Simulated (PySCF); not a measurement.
Compound: C6H11F3.
Z-matrix (Å and degrees, PBE0-D3(BJ)/def2-SVP geometry), rows numbered from 1:
```
C 
C   1  1.5240
C   2  1.5183  1  110.20
F   3  1.3568  2  109.44  1    58.79
F   3  1.3563  2  110.20  1   176.19
C   2  1.5413  1  114.41  3  -127.34
C   6  1.5255  2  111.64  1   -77.33
C   6  1.5168  2  113.61  1    46.34
F   8  1.3782  6  111.66  2    52.34
H   1  1.1011  2  111.33  3    60.21
H   1  1.0998  2  111.40  3  -179.08
H   1  1.0984  2  110.41  3   -59.37
H   2  1.1047  1  108.76  3   113.36
H   3  1.1012  2  113.43  1   -62.40
H   6  1.1026  2  106.90  1   164.98
H   7  1.1018  6  111.75  2    61.47
H   7  1.0996  6  110.78  2   -58.59
H   7  1.1010  6  111.39  2  -178.28
H   8  1.1040  6  110.92  2   -68.07
H   8  1.1030  6  110.16  2   172.46
```

Computed with PySCF at PBE0/pcSseg-1, non-relativistic, on one gas-phase PBE0-D3(BJ)/def2-SVP geometry that isn't relaxed in the solvent. The solvent is an IEF-PCM continuum (cavity from Bondi-type radii × 1.2). The model holds no explicit solvent molecules, cavitation or dispersion.

Gas phase at PBE0/pcSseg-1: HOMO -8.97 eV, LUMO 1.16 eV, dipole 3.20 D.

**Question.** What does the continuum do to the energy, the frontier levels and the dipole at PBE0/pcSseg-1 in tetrahydrofuran and acetone?

**Answer.** 
```
        solvent      ε  E(solvent) − E(gas) (kJ/mol)  polarisation term (kJ/mol)  distortion of the solute (kJ/mol)  HOMO (eV)  LUMO (eV)  dipole (D)
tetrahydrofuran  7.426                        -15.63                      -17.24                               1.61      -8.86       1.56        3.81
        acetone  20.49                        -17.98                      -20.15                               2.17      -8.84       1.61        3.91
```

The first energy column is the sum of the next two and covers electrostatics alone. From tetrahydrofuran to acetone the lowering changes by a factor 1.15, Onsager's factor (ε − 1)/(2ε + 1) by 1.15 and ε itself by 2.8.

**Question.** Which radius a makes the point-dipole formula ΔE = −[(ε − 1)/(2ε + 1)]·μ²/a³ give the value in acetone, with the gas-phase dipole?

**Answer.** μ = 1.259 au and |ΔE| = 0.00685 Eh give a = 2.52 Å; the farthest nucleus lies 3.07 Å from the centroid of the nuclei, so such a sphere wouldn't even hold the nuclei. The formula assumes a rigid point dipole at the centre of a sphere.

**Question.** Which Mulliken charges (PBE0/pcSseg-1) respond most in acetone (means over atoms taken as equivalent)?

**Answer.** 
| atoms | environment | gas (e) | solvent (e) | change |
| --- | --- | --- | --- | --- |
| F9 | alkyl fluorine | -0.339 | -0.357 | -0.018 |
| H19 | methylene hydrogen | +0.100 | +0.116 | +0.016 |
| H20 | methylene hydrogen | +0.116 | +0.131 | +0.015 |
| F4 | fluorine of a CF2 group | -0.307 | -0.321 | -0.014 |
| F5 | fluorine of a CF2 group | -0.307 | -0.319 | -0.012 |
| C8 | sp3 C–F carbon | +0.234 | +0.223 | -0.011 |
| C3 | CHF2 carbon | +0.610 | +0.601 | -0.009 |
| H14 | methine hydrogen | +0.102 | +0.110 | +0.008 |

**Question.** Which Mayer bond orders change most in acetone?

**Answer.** 
```json
{"bond": "C8–F9", "length (Å)": "1.378", "gas": "0.876", "solvent": "0.856", "change": "-0.020"}
{"bond": "C3–F4", "length (Å)": "1.357", "gas": "0.942", "solvent": "0.931", "change": "-0.011"}
{"bond": "C3–F5", "length (Å)": "1.356", "gas": "0.940", "solvent": "0.929", "change": "-0.011"}
{"bond": "C2–C3", "length (Å)": "1.518", "gas": "0.989", "solvent": "0.994", "change": "+0.005"}
{"bond": "C6–C7", "length (Å)": "1.525", "gas": "1.040", "solvent": "1.044", "change": "+0.004"}
{"bond": "C6–C8", "length (Å)": "1.517", "gas": "1.005", "solvent": "1.008", "change": "+0.003"}
{"bond": "C2–H13", "length (Å)": "1.105", "gas": "0.930", "solvent": "0.927", "change": "-0.003"}
{"bond": "C1–C2", "length (Å)": "1.524", "gas": "1.024", "solvent": "1.026", "change": "+0.002"}
```
